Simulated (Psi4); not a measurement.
C5H14NSi, doublet, at a GFN2-xTB geometry, atoms displaced at random by about 0.03 Å a coordinate; Psi4 with PBE0/STO-3G, gradient.

The Psi4 input:
```
memory 2 GB

molecule {
0 2
  C     2.55105025   -0.85532765   -0.70379139
  C     1.12034758   -1.09501824   -0.55550107
  N     0.19620792   -0.18078728   -0.02972735
  Si    0.62804426    1.43131312    0.34275548
  C    -1.16738746   -0.62355373   -0.02374533
  C    -1.72654868   -0.70107856    1.37268622
  C    -2.06915749    0.27300931   -0.92693905
  H     3.07948350   -0.79670144    0.31533295
  H     3.01005424   -1.50134249   -1.34378182
  H     2.71729745    0.24872277   -1.09954388
  H     0.85332411   -2.10889626   -0.66255670
  H     0.85186481    2.32906579   -0.81929547
  H    -0.47037394    2.00401697    1.17432084
  H     1.81757287    1.44764505    1.26014748
  H    -1.26538242   -1.62742252   -0.46674103
  H    -2.75635655   -1.24469566    1.38689447
  H    -1.85112763    0.21918560    1.82178052
  H    -1.03785945   -1.35714561    2.01583669
  H    -1.69212724    0.29020816   -1.89799693
  H    -2.14835409    1.24463586   -0.49694120
  H    -3.07103809   -0.22715015   -0.96387482
symmetry c1
no_reorient
no_com
}

set basis sto-3g
set reference uks

gradient('pbe0')
print_variables()
```

What the program printed (banner, timings and long lists left out):

```
gradient() will perform analytic gradient computation.

   => Loading Basis Set <=

    Name: STO-3G
    Role: ORBITAL
    Keyword: BASIS

         ---------------------------------------------------------
                                   SCF
               by Justin Turney, Rob Parrish, Andy Simmonett
                          and Daniel G. A. Smith
                              UKS Reference
         ---------------------------------------------------------

  ==> Geometry <==

    Molecular point group: c1
    Full point group: C1

    Geometry (in Angstrom), charge = 0, multiplicity = 2:

       Center              X                  Y                   Z               Mass
    ------------   -----------------  -----------------  -----------------  -----------------
         C            2.551050250000    -0.855327650000    -0.703791390000    12.000000000000
         C            1.120347580000    -1.095018240000    -0.555501070000    12.000000000000
         N            0.196207920000    -0.180787280000    -0.029727350000    14.003074004430
         SI           0.628044260000     1.431313120000     0.342755480000    27.976926534650
         C           -1.167387460000    -0.623553730000    -0.023745330000    12.000000000000
         C           -1.726548680000    -0.701078560000     1.372686220000    12.000000000000
         C           -2.069157490000     0.273009310000    -0.926939050000    12.000000000000
         H            3.079483500000    -0.796701440000     0.315332950000     1.007825032230
         H            3.010054240000    -1.501342490000    -1.343781820000     1.007825032230
         H            2.717297450000     0.248722770000    -1.099543880000     1.007825032230
         H            0.853324110000    -2.108896260000    -0.662556700000     1.007825032230
         H            0.851864810000     2.329065790000    -0.819295470000     1.007825032230
         H           -0.470373940000     2.004016970000     1.174320840000     1.007825032230
         H            1.817572870000     1.447645050000     1.260147480000     1.007825032230
         H           -1.265382420000    -1.627422520000    -0.466741030000     1.007825032230
         H           -2.756356550000    -1.244695660000     1.386894470000     1.007825032230
         H           -1.851127630000     0.219185600000     1.821780520000     1.007825032230
         H           -1.037859450000    -1.357145610000     2.015836690000     1.007825032230
         H           -1.692127240000     0.290208160000    -1.897996930000     1.007825032230
         H           -2.148354090000     1.244635860000    -0.496941200000     1.007825032230
         H           -3.071038090000    -0.227150150000    -0.963874820000     1.007825032230

  Running in c1 symmetry.

  Rotational constants: A =      0.09321  B =      0.05042  C =      0.04225 [cm^-1]
  Rotational constants: A =   2794.51167  B =   1511.60198  C =   1266.65303 [MHz]
  Nuclear repulsion =  399.757139854889147

  Charge       = 0
  Multiplicity = 2
  Electrons    = 65
  Nalpha       = 33
  Nbeta        = 32

  ==> Algorithm <==

  SCF Algorithm Type is DF.
  DIIS enabled.
  MOM disabled.
  Fractional occupation disabled.
  Guess Type is SAD.
  Energy threshold   = 1.00e-08
  Density threshold  = 1.00e-08
  Integral threshold = 1.00e-12

  ==> Primary Basis <==

  Basis Set: STO-3G
    Blend: STO-3G
    Number of shells: 37
    Number of basis functions: 53
    Number of Cartesian functions: 53
    Spherical Harmonics?: true
    Max angular momentum: 1

  ==> DFT Potential <==

   => LibXC <=

    Version 7.1.2
    S. Lehtola, C. Steigemann, M. J. T. Oliveira, and M. A. L. Marques,  SoftwareX 7, 1–5 (2018) (10.1016/j.softx.2017.11.002)

   => Composite Functional: PBE0 <=

    PBE0 Hyb-GGA Exchange-Correlation Functional

    C. Adamo and V. Barone,  J. Chem. Phys. 110, 6158 (1999) (10.1063/1.478522)
    M. Ernzerhof and G. E. Scuseria,  J. Chem. Phys. 110, 5029 (1999) (10.1063/1.478401)

    Deriv               =              1
    GGA                 =           TRUE
    Meta                =          FALSE

    Exchange Hybrid     =           TRUE
    MP2 Hybrid          =          FALSE

   => Exchange Functionals <=

    0.7500   Perdew, Burke & Ernzerhof

   => Exact (HF) Exchange <=

    0.2500               HF

   => Correlation Functionals <=

    1.0000   Perdew, Burke & Ernzerhof

   => LibXC Density Thresholds  <==

    XC_HYB_GGA_XC_PBEH:  1.00E-15

   => Molecular Quadrature <=

    Radial Scheme          =       TREUTLER
    Pruning Scheme         =           NONE
    Nuclear Scheme         =       TREUTLER

    Blocking Scheme        =         OCTREE
    BS radius alpha        =              1
    Pruning alpha          =              1
    Radial Points          =             75
    Spherical Points       =            302
    Total Points           =         439435
    Total Blocks           =           3230
    Max Points             =            256
    Max Functions          =             50
    Weights Tolerance      =       1.00E-15

   => Loading Basis Set <=

    Name: (STO-3G AUX)
    Role: JKFIT
    Keyword: DF_BASIS_SCF

  ==> Integral Setup <==

  SCF_SUBTYPE=INCORE selected. In-core MEM_DF algorithm will be used.
  Using in-core AOs.

  ==> MemDFJK: Density-Fitted J/K Matrices <==

    J tasked:                   Yes
    K tasked:                   Yes
    wK tasked:                   No
    Algorithm:                 Core
    Schwarz Cutoff:           1E-12
    Mask sparsity (%):       2.5632
    Fitting Condition:        1E-10

   => Auxiliary Basis Set <=

  Basis Set: (STO-3G AUX)
    Blend: DEF2-UNIVERSAL-JKFIT
    Number of shells: 272
    Number of basis functions: 832
    Number of Cartesian functions: 973
    Spherical Harmonics?: true
    Max angular momentum: 4

  Minimum eigenvalue in the overlap matrix is 2.0061014927E-01.
  Reciprocal condition number of the overlap matrix is 7.7749229509E-02.
[...]
  @DF-UKS Final Energy:  -536.29984358474258
    Total Energy =                       -536.2998435847425753
[...]
         N            0.196207920000    -0.180787280000    -0.029727350000    14.003074004430
         SI           0.628044260000     1.431313120000     0.342755480000    27.976926534650
         C           -1.167387460000    -0.623553730000    -0.023745330000    12.000000000000
         C           -1.726548680000    -0.701078560000     1.372686220000    12.000000000000
         C           -2.069157490000     0.273009310000    -0.926939050000    12.000000000000
         H            3.079483500000    -0.796701440000     0.315332950000     1.007825032230
         H            3.010054240000    -1.501342490000    -1.343781820000     1.007825032230
         H            2.717297450000     0.248722770000    -1.099543880000     1.007825032230
         H            0.853324110000    -2.108896260000    -0.662556700000     1.007825032230
         H            0.851864810000     2.329065790000    -0.819295470000     1.007825032230
         H           -0.470373940000     2.004016970000     1.174320840000     1.007825032230
         H            1.817572870000     1.447645050000     1.260147480000     1.007825032230
         H           -1.265382420000    -1.627422520000    -0.466741030000     1.007825032230
         H           -2.756356550000    -1.244695660000     1.386894470000     1.007825032230
         H           -1.851127630000     0.219185600000     1.821780520000     1.007825032230
         H           -1.037859450000    -1.357145610000     2.015836690000     1.007825032230
         H           -1.692127240000     0.290208160000    -1.897996930000     1.007825032230
         H           -2.148354090000     1.244635860000    -0.496941200000     1.007825032230
         H           -3.071038090000    -0.227150150000    -0.963874820000     1.007825032230

  Nuclear repulsion =  399.757139854889147

  ==> Basis Set <==

  Basis Set: STO-3G
    Blend: STO-3G
    Number of shells: 37
    Number of basis functions: 53
    Number of Cartesian functions: 53
    Spherical Harmonics?: true
    Max angular momentum: 1

  ==> DFJKGrad: Density-Fitted SCF Gradients <==

    Gradient:                    1
    J tasked:                  Yes
    K tasked:                  Yes
    wK tasked:                  No
    Integrals threads:           1
    Schwarz Cutoff:          1E-12
    Fitting Condition:       1E-10

   => Auxiliary Basis Set <=

  Basis Set: (STO-3G AUX)
    Blend: DEF2-UNIVERSAL-JKFIT
    Number of shells: 272
    Number of basis functions: 832
    Number of Cartesian functions: 973
    Spherical Harmonics?: true
    Max angular momentum: 4

  ==> DFT Potential <==

   => LibXC <=

    Version 7.1.2
    S. Lehtola, C. Steigemann, M. J. T. Oliveira, and M. A. L. Marques,  SoftwareX 7, 1–5 (2018) (10.1016/j.softx.2017.11.002)

   => Composite Functional: PBE0 <=

    PBE0 Hyb-GGA Exchange-Correlation Functional

    C. Adamo and V. Barone,  J. Chem. Phys. 110, 6158 (1999) (10.1063/1.478522)
    M. Ernzerhof and G. E. Scuseria,  J. Chem. Phys. 110, 5029 (1999) (10.1063/1.478401)

    Deriv               =              1
    GGA                 =           TRUE
    Meta                =          FALSE

    Exchange Hybrid     =           TRUE
    MP2 Hybrid          =          FALSE

   => Exchange Functionals <=

    0.7500   Perdew, Burke & Ernzerhof

   => Exact (HF) Exchange <=

    0.2500               HF

   => Correlation Functionals <=

    1.0000   Perdew, Burke & Ernzerhof

   => LibXC Density Thresholds  <==

    XC_HYB_GGA_XC_PBEH:  1.00E-15

   => Molecular Quadrature <=

    Radial Scheme          =       TREUTLER
    Pruning Scheme         =           NONE
    Nuclear Scheme         =       TREUTLER

    Blocking Scheme        =         OCTREE
    BS radius alpha        =              1
    Pruning alpha          =              1
    Radial Points          =             75
    Spherical Points       =            302
    Total Points           =         439435
    Total Blocks           =           3230
    Max Points             =            256
    Max Functions          =             50
    Weights Tolerance      =       1.00E-15

  -Total Gradient:
     Atom            X                  Y                   Z
    ------   -----------------  -----------------  -----------------
       1       -0.008652765541    -0.137754964319    -0.066647848629
       2        0.000206121407     0.004228491770     0.013178548968
       3       -0.028480790201     0.013795890237     0.006626180103
       4       -0.011040420091    -0.050880750166    -0.036893957364
       5        0.040760829330     0.001415816279     0.027854438735
       6        0.026267115844     0.108492687533    -0.027357868339
       7        0.035032457907     0.044305318710    -0.040164264757
       8        0.005248206515     0.011736036056     0.027396914103
       9       -0.035726321850     0.052153196840     0.044421740065
      10        0.003027658007     0.048749769335    -0.009651069002
      11        0.022466673137     0.030043523391    -0.000229164394
      12        0.001272238603     0.012882138386    -0.011627777187
      13       -0.014281517335     0.007959543215     0.016697137403
      14        0.016653195481     0.001371048351     0.021292990821
      15       -0.011503178906     0.003064443668    -0.000554665422
      16       -0.038760414245    -0.023387523725     0.003691054945
      17        0.004791678669    -0.056587012919    -0.027046282541
      18        0.020123933140    -0.023771241727     0.017635097172
      19       -0.019921850466    -0.006720217798     0.046715608156
      20        0.005415256633    -0.025828947712    -0.004606950227
      21       -0.012897614636    -0.015289140083    -0.000747480104

  Variable Map:
  ----------------------------------------------------------------------------
[...]
  Array Variable Map:
  ----------------------------------------------------------------------------
[...]
[...]
```
